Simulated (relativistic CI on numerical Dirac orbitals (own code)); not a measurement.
## Magnetism of Au⁴⁺, 5d7, in a crystal field

Calculated by Dirac-Coulomb-Breit CI, KLI orbitals optimised for each configuration, model QED (radiative potential, 1s self-energy scaled to tabulated hydrogen-like ionisation energies), valence Slater integrals scaled by 0.8, one configuration in a parametric crystal field (own radial code).

Field parameters in Wybourne normalisation: D3d B²₀ = −7Dσ, B⁴₀ = −14Dq − 21Dτ, B⁴₃ = −14√(10/7) Dq; Oh B⁴₀ = 21Dq, B⁴₄ = √(5/14) B⁴₀; Td as Oh with Dq negative (B⁴₀ = 21Dq, B⁴₄ = √(5/14) B⁴₀). The field is a parameter set, without covalency.

S is read from ⟨S²⟩ = S(S + 1).

Powder χT (cm³ K mol⁻¹) by Van Vleck's formula, with temperature-independent terms:

| Field | 2 K | 5 K | 10 K | 20 K | 50 K | 100 K | 200 K | 300 K |
| --- | --- | --- | --- | --- | --- | --- | --- | --- |
| D3d, 10Dq = 15200, Dσ = -280, Dτ = -430 cm⁻¹ | 1.27 | 1.27 | 1.29 | 1.32 | 1.4 | 1.55 | 1.83 | 2.1 |
| D3d, 10Dq = 23600, Dσ = 540, Dτ = 350 cm⁻¹ | 0.33 | 0.337 | 0.348 | 0.371 | 0.439 | 0.55 | 0.721 | 0.816 |
| D3d, 10Dq = 39000, Dσ = -1160, Dτ = 270 cm⁻¹ | 0.171 | 0.174 | 0.179 | 0.189 | 0.219 | 0.268 | 0.364 | 0.445 |
| Oh, 10Dq = 29650 cm⁻¹ | 0.735 | 0.735 | 0.736 | 0.737 | 0.741 | 0.748 | 0.761 | 0.774 |
| Td, 10Dq = -11900 cm⁻¹ | 3.37 | 3.37 | 3.38 | 3.38 | 3.38 | 3.4 | 3.42 | 3.44 |
| Td, 10Dq = -12600 cm⁻¹ | 3.32 | 3.32 | 3.32 | 3.33 | 3.33 | 3.34 | 3.36 | 3.39 |
| Td, 10Dq = -15400 cm⁻¹ | 3.13 | 3.13 | 3.13 | 3.13 | 3.13 | 3.14 | 3.16 | 3.18 |

Question: For D3d, 10Dq = 39000, Dσ = -1160, Dτ = 270 cm⁻¹: what effective moment follows at 300 K?

Answer: μ_eff = √(8χT) = 1.89 μB. The ground level has S = 0.59; the spin-only moment for S = 1/2 is 1.73 μB. The difference comes from the orbital moment, spin-orbit mixing of terms and temperature-independent paramagnetism, all larger in this ionic model than in covalent complexes.
